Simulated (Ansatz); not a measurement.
The cluster Si2Mo2⁻. Total charge -1; doublet. Geometry PBE0-D4/def2-SVP, that of the neutral singlet; atoms count from 1.

```tsv
atom	x (Å)	y (Å)	z (Å)
Mo1	-0.1495	1.0539	0.8723
Mo2	-0.7765	-0.9398	0.6386
Si3	1.4707	-0.4499	-0.1082
Si4	-0.5448	0.3358	-1.4027
```

In the def2 sets Mo takes a core potential; there is no spin–orbit coupling. The charge -1 doublet is spin-contaminated (final ⟨S²⟩ up to 0.87, 0.75 for a pure state). The highest occupied level of the charge -1 doublet lies above zero (up to 0.15 eV). By energy differences its removal costs 1.08 eV (vertical, to the charge 0 singlet, at PBE0-D4/def2-TZVPD); a positive level beside a positive removal energy at the same level points to self-interaction error. The structure comes from a short search, and lower isomers may exist.

(1) Estimate the Mulliken populations from the PBE0/def2-TZVPD orbitals of Ansatz.

(2) Where does the spin sit?

(3) And the Mayer bond orders between bonded heavy atoms (over 0.3)?

Answers

(1) 
| atom | charge (e) | spin (α − β) | d electrons |
| --- | --- | --- | --- |
| Mo1 | -0.12 | 0.77 | 4.95 |
| Mo2 | -0.12 | 0.77 | 4.95 |
| Si3 | -0.38 | -0.27 | – |
| Si4 | -0.38 | -0.27 | – |
Mulliken values and Mayer orders depend strongly on the basis. With diffuse functions, as here, like atoms can get unlike values, and bond orders can come out too low or too high.

(2) Summed by element: Mo 1.54, Si -0.54, of 1 unpaired in all. Largest on single atoms: Mo1 0.77, Mo2 0.77, Si3 -0.27.

(3) Mo1–Mo2 3.19 (2.10 Å); Mo1–Si3 1.26 (2.42 Å); Mo1–Si4 1.26 (2.42 Å); Mo2–Si3 1.26 (2.42 Å); Mo2–Si4 1.26 (2.42 Å); Si3–Si4 0.36 (2.52 Å).
